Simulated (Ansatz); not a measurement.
Computed with Ansatz on PBE0-D4/def2-TZVP structures; ΔE is electronic, products minus reactants. CBS: MP2 limit from def2 TZ/QZ plus the TZ coupled-cluster correction, frozen cores. This one scheme is used for every species. DFT in def2-TZVPP. B3LYP here is the variant with VWN-RPA as its local correlation; programs differ in this. HSE06 is defined as in plane-wave codes. For Ga outer-core shells are correlated without core-valence functions, which leaves a few kJ/mol of doubt a bond. Scalar relativity is left out up to krypton. Each species was taken in one conformer, which may not be the lowest.

`[OH][Ga]1[O][SiH2][S]1` + H₂ → `[O]1[SiH2][S][GaH]1` + H₂O  (hydrogenolysis of a Ga–O bond)

```tsv
level	ΔE (kJ/mol)	difference from CCSD(T)/CBS
PBE-D4	20.7	-1.0
B3LYP-D4	21.5	-0.2
HSE06-D4	16.2	-5.5
ωB97X-V	21.5	-0.2
ωB97M-V	18.6	-3.1
B2PLYP	24.2	2.5
BHLYP	14.6	-7.1
RPA@PBE/def2-TZVPP	24.9	3.2
CCSD/def2-TZVPP	21.1	-0.6
MP2/CBS(def2)	28.5	6.8
CCSD(T)/CBS	21.7	0
```

Largest T1 diagnostic among the species: 0.015.

The D4 term adds +4.1 kJ/mol with B3LYP and +2.4 kJ/mol with PBE0; it sums over pairs of atoms, weighted by their polarisabilities, and B3LYP, whose exchange is more repulsive, gets the larger term. In def2-TZVPP, CCSD(T) changes the Hartree–Fock value by +13.8 kJ/mol (the triples alone add +4.1 kJ/mol) and MP2 by +20.6 kJ/mol.

CCSD(T)/CBS has its own doubt, a few kJ/mol and more with outer-core shells, so smaller differences from it don't rank the levels.
